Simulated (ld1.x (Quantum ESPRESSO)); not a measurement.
# Configuration tests for Mo (Z = 42) (TM)

ld1.x (Quantum ESPRESSO) 7.5 input, shortened:

```
&input
   title='Mo', zed=42., rel=2, dft='PZ', iswitch=3,
   config='[Kr] 4d5 4f-2 5s1 5p0', rel_dist='average'
 /
 &inputp
   pseudotype=2, tm=.true., lloc=0,
   nlcc=.false.
 /
4
4P  2  1   6.00   0.00  1.95  1.95  0.0
4D  3  2   5.00   0.00  1.35  1.35  0.0
4F  4  3  -2.00   0.25  1.90  1.90  0.0
4S  1  0   2.00   0.00  1.45  1.45  0.0
 &test
   configts(1)='4s2 4p6 4d5 5s1 5p0'
 /
```

Open shells are filled in proportion to 2j + 1 (rel_dist='average').

Occupied shells without a wave of their own: 5s. They enter only through the test configuration that unscreens the potential.

Energies are relative to the spin-unpolarised reference configuration 4s2 4p6 4d5 5s1 5p0; without spin polarisation the order of configurations can differ from experiment.

Problem. Give the all-electron excitation energy and the error of the potential for: 4s2 4p6 4d5 5s0 5p0; 4s2 4p6 4d4 5s0 5p0; 4s2 4p6 4d3 5s0 5p0; 4s2 4p6 4d2 5s0 5p0; 4s1 4p6 4d5 5s1 5p0; 4s2 4p6 4d4 5s1 5p1; 4s2 4p6 4d4 5s1 5p0.

Solution.

```json
{"valence configuration": "4s2 4p6 4d5 5s0 5p0", "charge": "+1", "ΔE all-electron (eV)": "7.187", "error AE − PS (meV)": "-344"}
{"valence configuration": "4s2 4p6 4d4 5s0 5p0", "charge": "+2", "ΔE all-electron (eV)": "22.889", "error AE − PS (meV)": "-510"}
{"valence configuration": "4s2 4p6 4d3 5s0 5p0", "charge": "+3", "ΔE all-electron (eV)": "49.847", "error AE − PS (meV)": "-688"}
{"valence configuration": "4s2 4p6 4d2 5s0 5p0", "charge": "+4", "ΔE all-electron (eV)": "89.539", "error AE − PS (meV)": "-848"}
{"valence configuration": "4s1 4p6 4d5 5s1 5p0", "charge": "+1", "ΔE all-electron (eV)": "70.293", "error AE − PS (meV)": "+62"}
{"valence configuration": "4s2 4p6 4d4 5s1 5p1", "charge": "0", "ΔE all-electron (eV)": "3.756", "error AE − PS (meV)": "+169"}
{"valence configuration": "4s2 4p6 4d4 5s1 5p0", "charge": "+1", "ΔE all-electron (eV)": "8.262", "error AE − PS (meV)": "+2.9"}
```

The 5s level has no wave, so the channel is fitted at the deeper level alone: the likely source of the large errors.
